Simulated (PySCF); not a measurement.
C2H5Si, SMILES [CH2][Si]C (connectivity only; charge and spin as stated), charge +1, multiplicity 1. Heavy atoms are numbered as in [CH2:1][Si:2][CH3:3]. Hydrogens are named by the atom that carries them.

Coordinates come from a TPSSh-D3(BJ)/def2-TZVP optimisation. The spin state was assumed, not searched. The isomer is the one that the SMILES or the coordinates give; other isomers of the formula were not compared.

Method: PySCF with PBE/pcSseg-2.

GIAO shieldings, no solvent; atoms alike by connectivity are averaged. δ = σ(ref) − σ: ¹³C against TMS (σ = 181.4 ppm); ²⁹Si against TMS (σ = 324.1 ppm); ¹H against TMS (σ = 31.47 ppm), references at their B3LYP-D3(BJ)/def2-TZVP geometries, non-relativistic.

```
nucleus     atoms  count  δ (ppm)
-------  --------  -----  -------
¹³C      C1 (CH2)      1    129.1
¹³C      C3 (CH3)      1     22.7
²⁹Si          Si2      1    442.1
¹H        H on C1      2     8.70
¹H        H on C3      3     3.38
```
